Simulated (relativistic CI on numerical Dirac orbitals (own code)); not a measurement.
# La³⁸⁺: sensitivity of the levels to the model

Base calculation: Dirac-Coulomb-Breit CI, orbitals from a KLI potential per configuration, model QED (radiative potential, 1s self-energy scaled to tabulated hydrogen-like ionisation energies), unscaled Slater integrals.

CI space (outside the closed core [Ne]): 3s²3p⁶3d, 3s²3p⁵3d², 3s3p⁶3d², 3s²3p⁶4s, 3s²3p⁶4p, 3s²3p⁶4d, 3s²3p⁵3d4s, 3s²3p⁶4f, 3s²3p⁵3d4p, 3p⁶3d³, 3p⁵3d⁴, 3p⁵3d³4s. Double excitations out of closed p, d and f shells are left out; levels of such configurations are missing from the list, as are those of other unlisted configurations, and high levels can miss mixing partners. These lack a partner that the ground configuration has and come out too high: 3s²3p⁵3d4p.

The lowest level and the first level of each name with at least 55 % of one term (blank where a level has no safe partner in the second run):

```csv
Level,Base (eV),Shift (eV)
3s²3p⁶3d ²D3/2,0.000,0.000
3s²3p⁶3d ²D5/2,22.055,0.000
3s²3p⁵3d² ⁴D°1/2,176.525,+0.379
3s²3p⁵3d² ⁴G°9/2,200.297,+0.379
3s²3p⁵3d² ⁴G°11/2,206.929,+0.379
3s²3p⁵3d² ²H°11/2,225.000,+0.379
3s²3p⁵3d² ²P°1/2,235.904,+0.379
3s²3p⁵3d² ²F°5/2,237.516,+0.379
3s3p⁶3d² ⁴F3/2,428.562,+0.593
3s3p⁶3d² ⁴F5/2,434.045,+0.593
3s3p⁶3d² ⁴P1/2,447.098,+0.593
3s3p⁶3d² ⁴F7/2,448.925,+0.593
3s3p⁶3d² ⁴P3/2,457.902,+0.593
3s3p⁶3d² ⁴F9/2,458.401,+0.593
```

At this charge energies of transitions that change n are usually good to better than 1 %, and those within a shell (Δn = 0) to a few per cent.

One thing was changed in a second run, which moved the levels as shown. Which?
A. configuration mixing switched off
B. P86 correlation estimate
C. QED terms removed
D. Breit term removed

B. P86 correlation estimate. A correlation estimate moves all levels of a configuration together before mixing; mixed levels move by a weighted share.

LS names give the leading component of a level, which can be under half, so a name can repeat, a term be missing and a line seem to break the LS rules.
